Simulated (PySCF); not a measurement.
Species: C₆H₁₁B.
Cartesian coordinates in Å at the PBE0-D3(BJ)/def2-SVP level; atoms count from 1:
```
atom  x, y, z in Å
C1     3.157   -1.660   -1.544
C2     2.206   -0.851   -0.711
C3     1.104   -0.298   -1.150
C4    -0.029    0.214   -1.591
B5    -1.369   -0.588   -1.559
C6    -2.644    0.083   -2.197
C7    -1.449   -2.023   -0.924
H8     3.279   -2.672   -1.125
H9     2.802   -1.757   -2.579
H10    4.156   -1.195   -1.564
H11    2.454   -0.704    0.349
H12    0.003    1.236   -1.998
H13   -2.745    1.141   -1.902
H14   -3.591   -0.439   -1.993
H15   -2.503    0.098   -3.294
H16   -2.085   -1.958   -0.021
H17   -0.484   -2.459   -0.631
H18   -1.976   -2.721   -1.596
```

Method: delta-SCF UKS SCAN, pcX-2 on the ionised atom, pcseg-1 elsewhere, spin-free X2C (PySCF 2.14.0). The ground state was rerun for each ionised atom, in the same mixed basis as its hole state.

| ionised atom | basis functions | E(ionised) (Eh) | binding energy (eV) |
| --- | --- | --- | --- |
| B5 | 184 | -252.83498 | 194.919 |
| C1 | 184 | -249.31478 | 290.844 |
| C2 | 184 | -249.33697 | 290.335 |
| C3 | 184 | -249.34160 | 290.245 |
| C4 | 184 | -249.35851 | 289.714 |
| C6 | 184 | -249.35603 | 289.705 |

**Question.** Fill in the total energy of each ground state.

**Answer.** With binding energy = E(ionised) − E(ground) and 27.2114 eV a hartree:

```
atom  binding energy (Eh)  E(ground) (Eh)
  B5               7.1631       -259.9981
  C1              10.6883       -260.0031
  C2              10.6696       -260.0066
  C3              10.6663       -260.0079
  C4              10.6468       -260.0053
  C6              10.6465       -260.0025
```

**Question.** How much do the ground-state energies differ, and what would follow from using one of them for all holes?

**Answer.** They run from -260.0079 Eh (core basis on C3) to -259.9981 Eh (on B5), 0.0098 Eh or 0.27 eV apart, for one and the same state in different bases and grids. Pairing the ion of B5 with the ground state of C3 would put its binding energy 0.27 eV too high.

Lowest listed C 1s: C6/C7, bonded to 3 H and B. Highest, 1.14 eV above it: C1, bonded to C and 3 H. Summing the Pauling electronegativity differences to the bonded atoms, each weighted by its formal bond order, gives -1.56 for the lowest site and -1.05 for the highest; the largest sum, 0.00, belongs to C3, 0.60 eV below the top. The values 289.70 and 289.71 eV lie too close for their order to be trusted.

Only 1s holes are shown. One atom of each set of topologically equivalent atoms was ionised and stands for the set; in this conformer not all members are related by symmetry, and their own values weren't computed. The unrestricted hole states depart most from a pure doublet (⟨S²⟩ = 0.75; over 0.85 named) for C 1s of C3 (0.91), which makes this value less certain. Isolated species at its PBE0-D3(BJ)/def2-SVP geometry, gas phase.

The run took 63 s of wall time on one thread of an Arm Neoverse V1, on a shared host, and the process peaked at 0.74 GiB of memory.
